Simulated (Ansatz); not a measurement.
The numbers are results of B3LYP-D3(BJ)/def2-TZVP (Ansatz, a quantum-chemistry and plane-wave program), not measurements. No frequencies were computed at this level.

Ansatz 0.2 input:
```yaml
crystal:
  periodic: [false, false, false]
  atoms:
    - { symbol: C, position_ang: [-1.219447, -0.258547, -0.075561] }
    - { symbol: Si, position_ang: [0.324245, 0.397726, 0.419384] }
    - { symbol: O, position_ang: [1.750009, 0.049135, -0.281879] }
    - { symbol: H, position_ang: [-2.139414, -0.001359, 0.414773] }
    - { symbol: H, position_ang: [-1.317061, -0.950242, -0.895825] }
    - { symbol: H, position_ang: [0.781354, 1.312872, 1.43749] }
    - { symbol: H, position_ang: [1.820314, -0.549585, -1.018384] }
basis:
  gaussian: { orbitals: def2-tzvp }
hamiltonian:
  xc: b3lyp
  dispersion: d3bj
relax:
  max_steps: 150
```

Output:

```
Functional definition: B3LYP
768 factors; their error is unknown
mean field evaluation 1: about -11014.9819 eV, gradient 8.1e1 eV
mean field evaluation 2: about -10990.3006 eV, gradient 1.2e2 eV
mean field evaluation 4: about -11028.1046 eV, gradient 1.6e1 eV
mean field evaluation 8: about -11028.6520 eV, gradient 1.5e-1 eV
mean field evaluation 16: about -11028.6764 eV, gradient 1.0e-4 eV
mean field -11028.67644653 eV, -405.2963839045 hartree, gradient 8.8e-6 eV, S^2 0.000000; 0 other end points of the search recorded, 0 dependent functions left out
reference -11028.67667578 eV, -405.2963923293 hartree; 16, 16 occupied and 107, 107 virtual orbitals, 768 factors
relax step   1: F+E_penalty+E_count = -11028.88319543 eV  Δ(F+E_penalty+E_count) = +0.000e0 eV  max|allowed force component| = 1.526e0 eV/Å  Δτ_max = 0.0000 Å  (29 SCF iters, accepted)
these checks for a lower state are left out or cut short: starts, cluster_reference, orbital_swaps, neighbouring_geometries, increment
768 factors; their error is unknown
mean field -11028.78368103 eV, -405.3003246999 hartree, gradient 2.3e-5 eV, S^2 0.000000; 0 other end points of the search recorded, 0 dependent functions left out
reference -11028.78390954 eV, -405.3003330972 hartree; 16, 16 occupied and 107, 107 virtual orbitals, 768 factors
relax step   2: F+E_penalty+E_count = -11028.99129059 eV  Δ(F+E_penalty+E_count) = -1.081e-1 eV  max|allowed force component| = 6.756e-1 eV/Å  Δτ_max = 0.0980 Å  (32 SCF iters, accepted)
these checks for a lower state are left out or cut short: starts, cluster_reference, orbital_swaps, neighbouring_geometries, increment
768 factors; their error is unknown
mean field evaluation 32: about -11028.8075 eV, gradient 2.2e-5 eV
mean field -11028.80752449 eV, -405.3012009306 hartree, gradient 2.2e-5 eV, S^2 0.000000; 0 other end points of the search recorded, 0 dependent functions left out
reference -11028.80775204 eV, -405.3012092932 hartree; 16, 16 occupied and 107, 107 virtual orbitals, 768 factors
relax step   3: F+E_penalty+E_count = -11029.01573809 eV  Δ(F+E_penalty+E_count) = -2.445e-2 eV  max|allowed force component| = 1.270e-1 eV/Å  Δτ_max = 0.0795 Å  (32 SCF iters, accepted)
these checks for a lower state are left out or cut short: starts, cluster_reference, orbital_swaps, neighbouring_geometries, increment
768 factors; their error is unknown
mean field -11028.80950077 eV, -405.3012735578 hartree, gradient 2.3e-5 eV, S^2 0.000000; 0 other end points of the search recorded, 0 dependent functions left out
reference -11028.80972736 eV, -405.3012818849 hartree; 16, 16 occupied and 107, 107 virtual orbitals, 768 factors
relax step   4: F+E_penalty+E_count = -11029.01729844 eV  Δ(F+E_penalty+E_count) = -1.560e-3 eV  max|allowed force component| = 2.194e-1 eV/Å  Δτ_max = 0.0650 Å  (30 SCF iters, accepted)
these checks for a lower state are left out or cut short: starts, cluster_reference, orbital_swaps, neighbouring_geometries, increment
768 factors; their error is unknown
mean field -11028.81248829 eV, -405.3013833471 hartree, gradient 2.2e-5 eV, S^2 0.000000; 0 other end points of the search recorded, 0 dependent functions left out
reference -11028.81271522 eV, -405.3013916867 hartree; 16, 16 occupied and 107, 107 virtual orbitals, 768 factors
relax step   5: F+E_penalty+E_count = -11029.02036851 eV  Δ(F+E_penalty+E_count) = -3.070e-3 eV  max|allowed force component| = 6.847e-2 eV/Å  Δτ_max = 0.0128 Å  (33 SCF iters, accepted)
these checks for a lower state are left out or cut short: starts, cluster_reference, orbital_swaps, neighbouring_geometries, increment
768 factors; their error is unknown
mean field -11028.81286386 eV, -405.3013971490 hartree, gradient 2.2e-5 eV, S^2 0.000000; 0 other end points of the search recorded, 0 dependent functions left out
reference -11028.81309085 eV, -405.3014054907 hartree; 16, 16 occupied and 107, 107 virtual orbitals, 768 factors
relax step   6: F+E_penalty+E_count = -11029.02082514 eV  Δ(F+E_penalty+E_count) = -4.566e-4 eV  max|allowed force component| = 2.312e-2 eV/Å  Δτ_max = 0.0119 Å  (33 SCF iters, accepted)
these checks for a lower state are left out or cut short: starts, cluster_reference, orbital_swaps, neighbouring_geometries, increment
768 factors; their error is unknown
mean field -11028.81281844 eV, -405.3013954797 hartree, gradient 2.2e-5 eV, S^2 0.000000; 0 other end points of the search recorded, 0 dependent functions left out
reference -11028.81304546 eV, -405.3014038225 hartree; 16, 16 occupied and 107, 107 virtual orbitals, 768 factors
relax step   7: F+E_penalty+E_count = -11029.02086642 eV  Δ(F+E_penalty+E_count) = -4.127e-5 eV  max|allowed force component| = 1.042e-2 eV/Å  Δτ_max = 0.0063 Å  (33 SCF iters, accepted)
these checks for a lower state are left out or cut short: starts, cluster_reference, orbital_swaps, neighbouring_geometries, increment
768 factors; their error is unknown
mean field evaluation 64: about -11028.8128 eV, gradient 7.5e-5 eV
mean field -11028.81283302 eV, -405.3013960158 hartree, gradient 2.2e-5 eV, S^2 0.000000; 0 other end points of the search recorded, 0 dependent functions left out
reference -11028.81306004 eV, -405.3014043585 hartree; 16, 16 occupied and 107, 107 virtual orbitals, 768 factors
relax step   8: F+E_penalty+E_count = -11029.02087257 eV  Δ(F+E_penalty+E_count) = -6.158e-6 eV  max|allowed force component| = 7.355e-4 eV/Å  Δτ_max = 0.0009 Å  (34 SCF iters, accepted)
768 factors; their error is unknown
mean field -11028.81283302 eV, -405.3013960158 hartree, gradient 5.2e-5 eV, S^2 0.000000; 1 other end points of the search recorded, 0 dependent functions left out
reference -11028.81306004 eV, -405.3014043585 hartree; 16, 16 occupied and 107, 107 virtual orbitals, 768 factors
Total energy: -11029.02109959 eV, -405.3090496709 hartree
Atom 0 at    -1.167450    -0.248893    -0.074403 Å, force    -0.000696     0.000046     0.000058 eV/Å
Atom 1 at     0.344035     0.363792     0.373627 Å, force    -0.000268     0.000222     0.000062 eV/Å
Atom 2 at     1.796594     0.034467    -0.307787 Å, force     0.000736    -0.000402    -0.000276 eV/Å
Atom 3 at    -2.046690     0.063626     0.475057 Å, force     0.000346    -0.000356    -0.000377 eV/Å
Atom 4 at    -1.338571    -0.944947    -0.884140 Å, force    -0.000199     0.000050     0.000189 eV/Å
Atom 5 at     0.587611     1.307190     1.468668 Å, force     0.000050     0.000328     0.000402 eV/Å
Atom 6 at     1.824471    -0.575235    -1.051024 Å, force     0.000031     0.000112    -0.000058 eV/Å
Dipole moment:     0.151713    -0.084427    -0.131571 e Å
```

Cost: about 24 core-seconds (a rough figure).
